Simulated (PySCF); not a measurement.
F₆P, charge -1.

```xyz
7

F      0.0000    -1.6500     0.0000
P      0.0000     0.0000     0.0000
F      1.6500     0.0000     0.0000
F     -1.6500     0.0000     0.0000
F      0.0000     0.0000     1.6500
F      0.0000     1.6500     0.0000
F      0.0000     0.0000    -1.6500
```
Charge -1, spin multiplicity 1.

Geometry: TPSSh-D3(BJ)/def2-SVPD.

Calculation: B3LYP/pcSseg-1 run with PySCF. Non-relativistic, no solvent.

Computed absolute GIAO shielding of each atom: isotropic value and principal components (ppm):
```tsv
atom	σ(iso)	σ11	σ22	σ33	span
F1	241.3	162.7	162.7	398.4	235.7
P2	415.6	415.6	415.6	415.6	0.0
F3	241.3	162.7	162.7	398.4	235.7
F4	241.3	162.7	162.7	398.4	235.7
F5	241.3	162.7	162.7	398.4	235.7
F6	241.3	162.7	162.7	398.4	235.7
F7	241.3	162.7	162.7	398.4	235.7
```
